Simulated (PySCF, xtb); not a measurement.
Al(Cl)2(NHMe) (CH4AlCl2N), SMILES [Cl][Al]([Cl])[NH]C.

GFN2-xTB (xtb 6.7.1) at its own geometry gives an orbital gap of 3.36 eV and a dipole moment of 1.81 D.

Coordinates come from a B3LYP-D3(BJ)/def2-SVP optimisation. The structure was generated by enumeration; whether it is a known compound was not checked. Other conformers were not sampled.

Question: What does PBE/def2-TZVP (PySCF) give? (The exact figures need the calculation; the answer reports its results.)

Answer: gap 4.46 eV (levels -5.94 and -1.48 eV), dipole 2.39 D.
